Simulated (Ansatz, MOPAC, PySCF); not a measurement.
Dimer: HBr (SMILES Br) (first 2 atoms) with H4OSi (SMILES O[SiH3]); geometry from B3LYP-D3(BJ)/def2-TZVP, rigid monomers moved along the line of their centres of mass till H2···O3 is 2.64 Å.
(charge 0, multiplicity 1):
```xyz
8

Br    -0.60942    -1.15565    -0.02079
H     -0.15486    -0.42267     1.13544
O      0.54460     0.75693     3.38809
Si     0.03968     0.39093     4.93280
H      1.22932     1.41900     3.26134
H      1.16840    -0.11640     5.74629
H     -0.98996    -0.64873     4.76093
H     -0.52732     1.58846     5.59430
```

Interaction energies are E(AB) − E(A) − E(B) at the monomers' geometry in the complex; basis-set methods are counterpoise corrected.

Cores are frozen in the correlated methods. Filled d and f shells under p-block atoms count as core. CBS(a, b) extrapolates the correlation energy as X⁻³ and adds the Hartree–Fock energy of set b. Rows in 6-31G* carry no dispersion term and start afresh at each structure (6-31G* with six Cartesian d functions); the Pople sets are all-electron and without relativity. MP2/6-31G* freezes PySCF's default core, which leaves 3d correlated. The state reached by PM7 isn't checked; PM7 holds dispersion and hydrogen-bond terms.

Programs: Ansatz (an electronic-structure program) with Gaussian orbitals; MOPAC for PM7 (differences of heats of formation); PySCF for 6-31G* rows, the dispersion terms. Values without a source in brackets are computed.

```csv
level,interaction energy (kcal/mol)
PM7,-3.21
B3LYP/def2-TZVPPD,-2.08
B3LYP-D3(BJ)/def2-TZVPPD,-2.88
PBE0-D3(BJ)/def2-TZVPPD,-2.97
PBE0-D4/def2-TZVPPD,-2.92
wB97X-V/def2-TZVPPD,-2.79
MP2/6-31G*,-3.02
MP2/def2-TZVPPD,-2.75
"CCSD(T)/CBS(def2-SVPD, def2-TZVPPD)",[?]
```

Q: Complete the blanks.

A: 
- CCSD(T)/CBS(def2-SVPD, def2-TZVPPD), interaction energy (kcal/mol): -2.68
